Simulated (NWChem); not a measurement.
System: Si2H6O3; SMILES O[SiH2][SiH](O)O

```xyz
11

O      0.9110    -1.7386    -0.5521
Si    -0.6346    -1.2898    -0.0364
Si    -0.1060     0.9334     0.4770
O      1.5563     0.8810     0.5054
O     -0.7365     1.8736    -0.7445
H      1.0467    -2.6416    -0.8543
H     -1.6490    -1.4913    -1.1191
H     -1.0689    -2.1192     1.1355
H     -0.5413     1.4757     1.7966
H      1.8925     0.1106     0.0234
H     -0.6040     2.8240    -0.6678
```
Atoms are numbered in this order, from 1.

Structure relaxed at the PBE0/def2-SVP level.

Q: Give the principal values of the shielding tensors (ppm) of O1, Si2, Si3, O4, O5 from B3LYP/6-31G* (spherical d), GIAO (NWChem), with their diamagnetic and paramagnetic parts as GIAO splits them.

A: 
| atom | σ11 | σ22 | σ33 | isotropic | diamagnetic | paramagnetic |
|---|---|---|---|---|---|---|
| O1 | 284.0 | 340.1 | 382.6 | 335.6 | 391.9 | -56.3 |
| Si2 | 376.0 | 388.6 | 488.3 | 417.6 | 881.4 | -463.7 |
| Si3 | 384.2 | 420.2 | 429.4 | 411.2 | 881.2 | -469.9 |
| O4 | 181.5 | 275.5 | 328.9 | 262.0 | 393.4 | -131.4 |
| O5 | 214.2 | 278.1 | 300.0 | 264.1 | 392.7 | -128.5 |
